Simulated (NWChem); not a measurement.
Two isomers of C$_{4}$H$_{5}$Cl, each optimised at B3LYP/6-31G* with NWChem. Flexible species stand in one conformer each, which need not be the lowest. Pople sets run with spherical d functions.

A: C=C=CCCl
B: ClC1=CCC1

Task: Which is lower in energy, by how much, and how do their other properties compare?

Result: B is lower by 4.1 kcal/mol in electronic energy; with zero-point energies, B − A = -2.9 kcal/mol.
```
                                       A      B
---------------------------------  -----  -----
highest occupied level (eV)        -7.28  -6.67
orbital gap (eV)                    6.87   6.97
dipole (D)                          2.41   1.83
highest harmonic frequency (cm⁻¹)   3219   3246
zero-point energy (kcal/mol)        47.8   49.0
```
